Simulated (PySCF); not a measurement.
Species: C₆H₁₁, net charge -1, singlet state. It need not be the lowest isomer of its formula. Whether it binds its extra electron was not tested at this geometry. 
Geometry from a B3LYP-D3(BJ)/def2-TZVP (Ansatz) optimisation:
SMILES: C(/C(C)C)=C/[CH2-]
```xyz
17

C      2.1660    -1.0252    -0.3100
C      1.5928    -0.2870     0.7189
C      0.3712     0.3685     0.8050
C     -0.6150     0.3897    -0.3207
C     -1.6548     1.4995    -0.1448
C     -1.3290    -0.9637    -0.5223
H      3.1727    -1.4146    -0.2154
H      1.6659    -1.1882    -1.2585
H      2.2114    -0.2034     1.6176
H      0.1101     0.8986     1.7157
H     -0.0753     0.5894    -1.2656
H     -2.3922     1.5080    -0.9557
H     -2.1972     1.3576     0.7972
H     -1.1718     2.4795    -0.1035
H     -1.9358    -0.9831    -1.4408
H     -0.5898    -1.7643    -0.5772
H     -1.9855    -1.1704     0.3297
```
Charge -1, spin multiplicity 1.

Dispersion corrections to the total energy (kcal/mol) from the dftd3 and dftd4 libraries through PySCF: D3(BJ) without and D4 with the three-body term, each with the damping fitted for the functional named.

```
functional  D3(BJ)      D4
----------  ------  ------
BP86           ___  -12.19
HF          -62.53     ___
CAM-B3LYP    -6.54   -7.86
HSE06        -5.53   -7.27
LC-wPBE        ___  -10.22
B2GP-PLYP    -4.62   -3.96
PBE0         -7.48   -7.88
```

### Question
Some entries are withheld; supply them.

### Answer

- BP86, D3(BJ): -13.11
- HF, D4: -33.89
- LC-wPBE, D3(BJ): -7.94
